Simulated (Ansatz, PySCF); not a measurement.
Pair of molecules: C2H4 (SMILES C=C) (first 6 atoms) with CH4O (SMILES CO); geometry from B3LYP-D3(BJ)/def2-TZVP, rigid monomers moved along the line of their centres of mass till C2···H12 is 2.80 Å.
(charge 0, multiplicity 1):
| atom | x (Å) | y (Å) | z (Å) |
|---|---|---|---|
| C | 0.5947 | -0.2668 | -0.0486 |
| C | -0.6463 | 0.2019 | -0.0443 |
| H | 0.8193 | -1.2824 | -0.3511 |
| H | 1.4361 | 0.3478 | 0.2483 |
| H | -0.8696 | 1.2185 | 0.2562 |
| H | -1.4879 | -0.4110 | -0.3431 |
| C | 0.1475 | 0.3816 | 4.1022 |
| O | -0.3176 | -0.8290 | 3.5312 |
| H | 1.1842 | 0.6018 | 3.8208 |
| H | 0.1058 | 0.2643 | 5.1846 |
| H | -0.4787 | 1.2383 | 3.8257 |
| H | -0.2855 | -0.7402 | 2.5704 |

Counterpoise-corrected where a basis set is named; no monomer relaxation.

Correlated levels freeze the cores.

Run with Ansatz (an electronic-structure program) with Gaussian orbitals; PySCF for the dispersion terms. 

PBE/def2-TZVPPD gives -8.7 kJ/mol for the interaction energy.

Problem. Predict the shift from PBE, with its sign, for: PBE-D3(BJ)/def2-TZVPPD, r2SCAN/def2-TZVPPD, B3LYP/def2-TZVPPD, wB97M-V/def2-TZVPPD, MP2/aug-cc-pVDZ, CCSD(T)/aug-cc-pVDZ.

Solution. PBE-D3(BJ)/def2-TZVPPD -3.6; r2SCAN/def2-TZVPPD -1.0; B3LYP/def2-TZVPPD 2.6; wB97M-V/def2-TZVPPD -1.9; MP2/aug-cc-pVDZ -1.0; CCSD(T)/aug-cc-pVDZ -0.5 kJ/mol. 1 of 6 lie above PBE; the widest gap is to PBE-D3(BJ)/def2-TZVPPD.
